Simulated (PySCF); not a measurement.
**Rh(38+): ionisation energy**

Rh(38+) [He] 2s2 2p3 (4S) → Rh(39+) [He] 2s2 2p2 (3P), as a difference of total energies. Computed with PySCF 2.14 in an even-tempered Gaussian basis (19 s from 16 bohr⁻², ratio 2.2; 12 p from 20 bohr⁻², ratio 2.2; 6 d from 79 bohr⁻², ratio 2.4; 5 f from 120 bohr⁻², ratio 2.4; 4 g from 180 bohr⁻², ratio 2.4), with scalar relativity by spin-free X2C-1e. Correlated levels: nothing frozen; virtual orbitals above 40 to 60 times the deepest correlated orbital energy dropped. The calculations carry no spin-orbit coupling.

```
                 method  ionisation energy (eV)
                    UHF                  5676.5
    MP2 (all electrons)                  5676.4
SCS-MP2 (all electrons)                  5675.8
   CCSD (all electrons)                  5675.7
CCSD(T) (all electrons)                  5675.7
```

Spin-orbit coupling is strong in these open shells (close to jj coupling). The scalar numbers leave it out and a first-order estimate fails, so it can dominate the gap to the real levels.

For this ion Breit and QED terms and the two-electron picture change, all absent here, outweigh the differences among the correlated methods.

For comparison: 5600 ± 40 eV (semi-empirical (NIST evaluation); NIST Atomic Spectra Database, ionization energies).
